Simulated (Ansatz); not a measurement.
Consider the ligand exchange at the Si–O bond: `N[SiH](O)S` + HCl → `N[SiH](S)Cl` + H₂O.

Isolated molecules relaxed with PBE0-D4/def2-TZVP in Ansatz; ΔE leaves out vibrations. CBS: MP2 limit from def2 TZ/QZ plus the TZ coupled-cluster correction, frozen cores. This one scheme is used for every species. Functionals use def2-TZVPP. B3LYP here is the variant with VWN-RPA as its local correlation; programs differ in this. HSE06 is defined as in plane-wave codes. One conformer a species, not always the lowest.

| level | ΔE (kJ/mol) | difference from CCSD(T)/CBS |
| --- | --- | --- |
| LDA (SPW92) | -0.7 | 2.6 |
| PBE-D4 | -8.1 | -4.8 |
| revPBE-D4 | -9.5 | -6.2 |
| BLYP-D4 | -1.4 | 1.9 |
| r2SCAN-D4 | -1.6 | 1.7 |
| B97M-V | 0.6 | 3.9 |
| B3LYP-D4 | -0.5 | 2.8 |
| r2SCAN0-D4 | -2.0 | 1.3 |
| HSE06-D4 | -7.3 | -4.0 |
| BHLYP-D4 | 1.2 | 4.5 |
| CAM-B3LYP-D4 | 4.9 | 8.2 |
| ωB97X-V | -0.3 | 3.0 |
| ωB97M-V | -1.1 | 2.2 |
| B2PLYP | 2.2 | 5.5 |
| PBE-QIDH | -3.5 | -0.2 |
| PBE | -6.0 | -2.7 |
| r2SCAN | -1.2 | 2.1 |
| PBE0 | -5.2 | -1.9 |
| B3LYP | 3.0 | 6.3 |
| r2SCANh | -1.3 | 2.0 |
| r2SCAN0 | -1.4 | 1.9 |
| HSE06 | -5.5 | -2.2 |
| BHLYP | 5.2 | 8.5 |
| CAM-B3LYP | 6.9 | 10.2 |
| LC-ωPBE | -0.2 | 3.1 |
| RPA@PBE/def2-TZVPP | 5.2 | 8.5 |
| MP2/def2-SVP | -3.2 | 0.1 |
| CCSD/def2-SVP | -0.9 | 2.4 |
| CCSD(T)/def2-SVP | -1.6 | 1.7 |
| HF/def2-TZVPP | 8.2 | 11.5 |
| MP2/def2-TZVPP | -2.1 | 1.2 |
| SCS-MP2/def2-TZVPP | 1.8 | 5.1 |
| CCSD/def2-TZVPP | 4.5 | 7.8 |
| CCSD(T)/def2-TZVPP | 2.9 | 6.2 |
| HF/def2-QZVPP | 8.7 | 12.0 |
| MP2/def2-QZVPP | -5.5 | -2.2 |
| SCS-MP2/def2-QZVPP | -1.4 | 1.9 |
| HF/CBS(def2) | 8.8 | 12.1 |
| MP2/CBS(def2) | -8.3 | -5.0 |
| CCSD/CBS(def2) | -1.6 | 1.7 |
| CCSD(T)/CBS | -3.3 | 0 |

Largest T1 diagnostic among the species: 0.011.

The D4 term adds −3.5 kJ/mol with B3LYP and −1.8 kJ/mol with PBE0; it sums over pairs of atoms, weighted by their polarisabilities, and B3LYP, whose exchange is more repulsive, gets the larger term. Leaving LDA and LC-ωPBE aside and taking each functional with its dispersion term where it has one, the values spread over 14.4 kJ/mol, from revPBE-D4 to CAM-B3LYP-D4. LDA lies +5.3 kJ/mol from PBE without D4.
